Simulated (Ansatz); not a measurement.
def2 core potentials replace the inner electrons of Te.

Species: C7H8OTe, SMILES `O[Te]Cc1ccccc1` (charge 0, multiplicity 1).

Question: Give a relaxed geometry from B3LYP-D3(BJ)/def2-SVP in Ansatz (a quantum-chemistry and plane-wave program).

Answer: One answer among several that fit: the end point of this relaxation, one of several conformers (outside a Z-matrix the atoms follow the SMILES, hydrogens last).
Z-matrix (Å, degrees):
```
C
C 1 1.4051
H 2 1.0934 1 119.34
C 2 1.3949 3 119.85 1 179.83
H 4 1.0928 2 119.76 3 0.61
C 4 1.3989 5 120.05 2 180.00
H 6 1.0925 4 120.20 5 -0.04
C 6 1.3975 7 120.25 4 -179.89
H 8 1.0929 6 120.03 7 0.00
C 8 1.3970 9 119.67 6 -179.80
H 10 1.0916 8 120.22 9 -0.98
C 1 1.4910 2 121.26 3 1.77
H 12 1.0969 1 112.82 2 -146.42
H 12 1.0996 13 109.43 1 -126.79
Te 12 2.2126 13 105.51 14 -112.41
O 15 2.0180 12 93.64 13 -69.15
H 16 0.9698 15 106.10 12 -82.00
```
